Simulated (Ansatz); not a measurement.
Problem. Name a neutral molecule of C, F, O, Ti and H with HOMO–LUMO gap (ωB97M-V/def2-TZVPP) between 9.60 and 9.90 eV and HOMO–LUMO gap (PBE0/def2-TZVPP) between 5.15 and 5.45 eV (Ansatz, PBE0-D4/def2-TZVP geometry).

Solution. `CC1=CC(C(F)(F)F)=[O+][Ti-]([OH])([OH])([F])[O]1` (9.64 eV, 5.41 eV); `CC1=CC(C(F)(F)F)=[O+][Ti-]([OH])([F])([F])[O]1` (9.64 eV, 5.41 eV); `CC1=CC(C(F)(F)F)=[O+][Ti-]([F])([F])([F])[O]1` (9.64 eV, 5.40 eV). Other molecules can fit too; these were computed, each in one conformer that needn't be the lowest.
